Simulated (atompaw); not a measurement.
## Before and after: PAW (atompaw) potential for Ni (Z = 28)

* Element: Ni
* Generator: atompaw 4.2.0.5
* Type: PAW
* Functional: LDA (PW92)
* Relativity: scalar-relativistic
* Frozen core: [Ar]
* Valence charge: 10
* Reference configuration: 3d8 4s2 4p0
* Partial waves: 4s (bound): rc 3.00 bohr; 4s channel at 0.05 Ry: rc 3.00 bohr; 4p (bound, empty): rc 3.00 bohr; 4p channel at 3.55 Ry: rc 3.00 bohr; 3d (bound): rc 1.70 bohr; 3d channel at 0.05 Ry: rc 1.70 bohr
* Local potential: troulliermartins scheme with l = 3 at -0.5 Ry, radius 2.20 bohr
* Core correction: smooth core density matched at 1.60 bohr
* Augmentation charge: sinc compensation charge, radius 2.50 bohr; PAW radius 3.00 bohr; waves and projectors: custom rrkj gramschmidtortho

All-electron outer shells of the reference configuration (LDA (PW92), scalar-relativistic, ld1.x):

```tsv
shell	level (eV)	outermost node (bohr)	outermost maximum (bohr)
3s	-110.50	0.30	0.64
3p	-71.26	0.27	0.65
3d	-9.14	–	0.63
4s	-5.86	0.92	2.21
4p	-1.34	1.00	3.14
```

Change: local potential troulliermartins scheme with l = 3 at -0.5 Ry, radius 2.70 bohr.

Cutoffs: the cutoffs (Ry, on a coarse ladder) from which the occupation-weighted sum of valence levels, in a spherical-Bessel basis at the reference potential, stays within 10 and 1 mRy of its value at 400 Ry; they do not see the model core or the augmentation charge, which bear on the density cutoff.

Task: What does the change do?

Result: The potential gets neither clearly harder nor softer (35 Ry and 60 Ry → 35 Ry and 60 Ry); neither file shows a bound ghost.

```tsv
quantity	base	changed
cutoff, loose	35 Ry	35 Ry
cutoff, tight	60 Ry	60 Ry
bound ghosts	none	none
s: phases at 3.02 bohr within 0.05 rad from the reference energy up to (Ry; the scan ends near 5)	1.6	1.9
p: phases at 3.02 bohr within 0.05 rad from the reference energy up to (Ry; the scan ends near 5)	to the end of the scan	to the end of the scan
d: phases at 3.02 bohr within 0.05 rad from the reference energy up to (Ry; the scan ends near 5)	4.6	4.8
lowest overlap eigenvalue by channel	s 0.31, p 0.59, d 0.95	s 0.39, p 0.64, d 0.93
```

 The cutoffs see the waves, projectors and local potential, not the compensation charge or the core.
